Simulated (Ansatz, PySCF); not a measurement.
The Ansatz (a program for electronic structure) input:
Ansatz 0.2 input:
```yaml
crystal:
  periodic: [false, false, false]
  atoms:
    - {symbol: Rb, position_ang: [-0.00000000, -0.00000000, -1.23734053]}
    - {symbol: Cl, position_ang: [0.00000000, 0.00000000, 2.69303528]}
basis:
  gaussian:
    orbitals: def2-TZVP
hamiltonian:
  xc: {name: wB97X-V}
total_charge: -1
magnetization: {spin_polarized: true, initial_magnetization: 1}
accuracy: high
```

Question: Give the equivalent PySCF input.

Answer: Several could match; the one computed here: 
```python
from pyscf import gto, scf, dft

mol = gto.Mole()
mol.atom = '''
    Rb   -0.000000   -0.000000   -1.237341
    Cl    0.000000    0.000000    2.693035
'''
mol.basis = 'def2-tzvp'
mol.ecp = {'Rb': 'def2-tzvp'}
mol.charge = -1
mol.spin = 1
mol.verbose = 4
mol.build()

mf = dft.UKS(mol)
mf.xc = 'wb97x_v'
mf.grids.atom_grid = (99, 590)
mf.grids.prune = None
mf.kernel()
```

Both were run: Ansatz gave -484.310867 Eh and PySCF -484.310867 Eh, 0.000 mEh apart.
